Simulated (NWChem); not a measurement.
# SnH$_{4}$O$_{2}$; SMILES [OH][SnH2][OH]

```xyz
7

Sn     0.0000     0.0000     0.2271
O      1.6348     0.0653    -0.9437
O     -1.6348    -0.0653    -0.9437
H      0.1193     1.4766     1.1065
H     -0.1193    -1.4766     1.1065
H      1.6907    -0.7541    -1.4726
H     -1.6907     0.7541    -1.4726
```
Atoms are numbered in this order, from 1.

Level: PBE-D3(BJ)/def2-SVP with def2 effective core potentials on Sn (NWChem), optimised geometry, unscaled harmonic frequencies. def2 effective core potentials on Sn; no spin-orbit coupling.

Problem. List the harmonic frequencies with IR intensities, and the thermochemistry.

Solution. 
| frequency (cm⁻¹) | IR intensity (km/mol) |
|---|---|
| 162 | 1.0 |
| 221 | 117.4 |
| 274 | 125.7 |
| 409 | 40.9 |
| 508 | 0.1 |
| 588 | 50.2 |
| 593 | 105.3 |
| 629 | 54.4 |
| 631 | 61.6 |
| 850 | 17.6 |
| 859 | 141.1 |
| 1862 | 72.1 |
| 1888 | 173.3 |
| 3710 | 47.9 |
| 3711 | 41.4 |

```
Property                                                                           Result
-----------------------------------------------------------------------  ----------------
zero-point energy                                                           24.1 kcal/mol
thermal correction to the enthalpy at 298.15 K (with zero-point energy)     28.3 kcal/mol
heat capacity Cv                                                         19.3 cal/(mol K)
entropy at 298.15 K and 1 atm (symmetry number 2)                        74.1 cal/(mol K)
```

Rigid rotor and harmonic oscillator.
